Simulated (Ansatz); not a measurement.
Ansatz (a program for electronic structure) input (CCSD(T)/aug-cc-pV(D+d)Z):
A basis named .json is the Basis Set Exchange file of that set.

Ansatz 0.2 input:
```yaml
crystal:
  periodic: [false, false, false]
  atoms:
    - {symbol: Si, position_ang: [0.08339551, -0.49685473, -0.00892374]}
    - {symbol: O, position_ang: [-1.00297333, 0.30662033, -0.95153108]}
    - {symbol: C, position_ang: [-2.03902560, 1.10667889, -0.41415476]}
    - {symbol: O, position_ang: [0.85352565, 0.58376078, 0.96752273]}
    - {symbol: C, position_ang: [1.56853499, 1.69641558, 0.46449962]}
    - {symbol: N, position_ang: [1.02986651, -1.28965260, -1.17607580]}
    - {symbol: N, position_ang: [-0.54561817, -1.59540782, 1.12425879]}
    - {symbol: H, position_ang: [-2.63399009, 1.49595762, -1.24089646]}
    - {symbol: H, position_ang: [-2.69096438, 0.52226202, 0.24273266]}
    - {symbol: H, position_ang: [-1.64019010, 1.95016629, 0.15843588]}
    - {symbol: H, position_ang: [2.37165677, 1.38011261, -0.20856515]}
    - {symbol: H, position_ang: [2.00869351, 2.22944163, 1.30780633]}
    - {symbol: H, position_ang: [0.91288422, 2.38298518, -0.08061050]}
    - {symbol: H, position_ang: [1.76056542, -1.93803045, -0.94138746]}
    - {symbol: H, position_ang: [1.03705350, -1.00879920, -2.14106829]}
    - {symbol: H, position_ang: [-0.63842309, -1.36616571, 2.09841284]}
    - {symbol: H, position_ang: [-1.02603616, -2.43815662, 0.86278914]}
basis:
  gaussian:
    orbitals: aug-cc-pV_D+d_Z.json
magnetization: {spin_polarized: false}
correlation: {method: ccsd_t, electrons: outside_noble_gas}
output: {forces: true}
```

Output:

```
Functional definition: HF
integrals: 2.17 GiB planned
2554 factors; integrals over basis functions are off by at most 7.6e-4 eV
mean field: 1.98 GiB planned
mean field evaluation 1: about -17117.4736 eV, gradient 5.9e1 eV
mean field evaluation 2: about -17117.5592 eV, gradient 5.9e1 eV
mean field evaluation 4: about -17124.7264 eV, gradient 4.7e0 eV
mean field evaluation 8: about -17124.7937 eV, gradient 2.9e-1 eV
mean field evaluation 16: about -17117.4741 eV, gradient 5.9e1 eV
mean field -17124.79399638 eV, -629.3245717648 hartree, gradient 9.1e-7 eV, S^2 0.000000; 0 other end points of the search recorded, 0 dependent functions left out
11 core orbitals not correlated
reference -17124.79399638 eV, -629.3245717648 hartree; 22, 22 occupied and 227, 227 virtual orbitals, 2554 factors
densities: 8.29 GiB planned
second order -31.48920228 eV of doubles, -0.00000000 eV of singles
coupled cluster: 8.22 GiB planned
cycle   1  -32.20116562 eV  change   -7.1e-1 eV  update   1.2e-1
cycle   2  -32.94685227 eV  change   -7.5e-1 eV  update   3.5e-2
cycle   3  -33.13622937 eV  change   -1.9e-1 eV  update   1.8e-2
cycle   4  -33.12902036 eV  change    7.2e-3 eV  update   3.8e-3
cycle   5  -33.12724059 eV  change    1.8e-3 eV  update   1.6e-3
cycle   6  -33.12803197 eV  change   -7.9e-4 eV  update   4.8e-4
cycle   7  -33.12786249 eV  change    1.7e-4 eV  update   1.7e-4
cycle   8  -33.12773687 eV  change    1.3e-4 eV  update   5.4e-5
cycle   9  -33.12772749 eV  change    9.4e-6 eV  update   2.0e-5
cycle  10  -33.12773283 eV  change   -5.3e-6 eV  update   7.2e-6
perturbative correction -1.04200900 eV, -0.0382931244 hartree
the calculation of the forces begins
Total energy: -17158.96373821 eV, -630.5802866160 hartree
Atom 0 at     0.083396    -0.496855    -0.008924 Å, force     0.032531    -0.193814    -0.003481 eV/Å
Atom 1 at    -1.002973     0.306620    -0.951531 Å, force    -0.025377     0.021107    -0.810779 eV/Å
Atom 2 at    -2.039026     1.106679    -0.414155 Å, force    -0.017557     0.027216     0.110779 eV/Å
Atom 3 at     0.853526     0.583761     0.967523 Å, force     0.021851    -0.000096     0.811156 eV/Å
Atom 4 at     1.568535     1.696416     0.464500 Å, force     0.007063     0.035308    -0.109657 eV/Å
Atom 5 at     1.029867    -1.289653    -1.176076 Å, force    -0.081132    -0.100155    -0.097275 eV/Å
Atom 6 at    -0.545618    -1.595408     1.124259 Å, force     0.109948    -0.071522     0.094191 eV/Å
Atom 7 at    -2.633990     1.495958    -1.240896 Å, force    -0.244635     0.159195    -0.342683 eV/Å
Atom 8 at    -2.690964     0.522262     0.242733 Å, force    -0.273004    -0.245185     0.278554 eV/Å
Atom 9 at    -1.640190     1.950166     0.158436 Å, force     0.178441     0.354429     0.243446 eV/Å
Atom 10 at     2.371657     1.380113    -0.208565 Å, force     0.336441    -0.132763    -0.285342 eV/Å
Atom 11 at     2.008694     2.229442     1.307806 Å, force     0.181281     0.218253     0.349462 eV/Å
Atom 12 at     0.912884     2.382985    -0.080611 Å, force    -0.285776     0.285050    -0.231961 eV/Å
Atom 13 at     1.760565    -1.938030    -0.941387 Å, force     0.285247    -0.249262     0.098834 eV/Å
Atom 14 at     1.037054    -1.008799    -2.141068 Å, force     0.011280     0.120437    -0.377351 eV/Å
Atom 15 at    -0.638423    -1.366166     2.098413 Å, force    -0.047760     0.096903     0.381255 eV/Å
Atom 16 at    -1.026036    -2.438157     0.862789 Å, force    -0.188842    -0.325101    -0.109150 eV/Å
Dipole moment:    -0.000412     0.002454     0.000044 e Å
```
